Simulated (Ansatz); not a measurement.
Reaction (ligand exchange at the Si–O bond): `[SiH3]O[SiH2]O[SiH3]` + H–F → `F[SiH2]O[SiH3]` + `O[SiH3]`

Gas-phase electronic energies from Ansatz, PBE0-D4/def2-TZVP geometries. CBS: MP2 limit from def2 TZ/QZ plus the TZ coupled-cluster correction, frozen cores. This one scheme is used for every species. Functionals use def2-TZVPP. B3LYP here is the variant with VWN-RPA as its local correlation; programs differ in this. HSE06 is defined as in plane-wave codes. One conformer a species, not always the lowest.

```
             level  ΔE (kcal/mol)  difference from CCSD(T)/CBS
       LDA (SPW92)           -6.4                         -1.4
            PBE-D4           -6.0                         -1.0
         revPBE-D4           -5.1                         -0.1
           BLYP-D4           -5.7                         -0.7
         r2SCAN-D4           -6.7                         -1.7
            B97M-V           -7.1                         -2.1
           PBE0-D4           -5.3                         -0.3
          B3LYP-D4           -5.3                         -0.3
        r2SCAN0-D4           -5.9                         -0.9
          HSE06-D4           -5.3                         -0.3
          BHLYP-D4           -4.8                          0.2
      CAM-B3LYP-D4           -6.0                         -1.0
           ωB97X-V           -6.4                         -1.4
            B2PLYP           -7.0                         -2.0
          PBE-QIDH           -5.7                         -0.7
            revPBE           -8.4                         -3.4
              BLYP           -9.1                         -4.1
            r2SCAN           -7.3                         -2.3
              PBE0           -6.9                         -1.9
             B3LYP           -8.1                         -3.1
           r2SCANh           -7.0                         -2.0
           r2SCAN0           -6.6                         -1.6
             HSE06           -6.9                         -1.9
             BHLYP           -7.4                         -2.4
         CAM-B3LYP           -7.8                         -2.8
           LC-ωPBE           -7.1                         -2.1
RPA@PBE/def2-TZVPP           -5.6                         -0.6
       HF/def2-SVP           -5.8                         -0.8
     CCSD/def2-SVP           -5.5                         -0.5
  CCSD(T)/def2-SVP           -5.4                         -0.4
     HF/def2-TZVPP           -7.2                         -2.2
    MP2/def2-TZVPP           -5.1                         -0.1
SCS-MP2/def2-TZVPP           -5.7                         -0.7
   CCSD/def2-TZVPP           -5.6                         -0.6
CCSD(T)/def2-TZVPP           -5.3                         -0.3
     HF/def2-QZVPP           -7.2                         -2.2
    MP2/def2-QZVPP           -4.9                          0.1
      HF/CBS(def2)           -7.2                         -2.2
     MP2/CBS(def2)           -4.8                          0.2
    CCSD/CBS(def2)           -5.3                         -0.3
       CCSD(T)/CBS           -5.0                            0
```

Largest T1 diagnostic among the species: 0.012.

From PBE to PBE0 (25 % exact exchange), in def2-TZVPP and without D4, ΔE moves by +0.9 kcal/mol. In def2-TZVPP, CCSD(T) changes the Hartree–Fock value by +1.9 kcal/mol (the triples alone add +0.2 kcal/mol) and MP2 by +2.1 kcal/mol. Leaving LDA and LC-ωPBE aside and taking each functional with its dispersion term where it has one, the values spread over 2.3 kcal/mol, from B97M-V to BHLYP-D4. LDA lies +1.4 kcal/mol from PBE without D4.
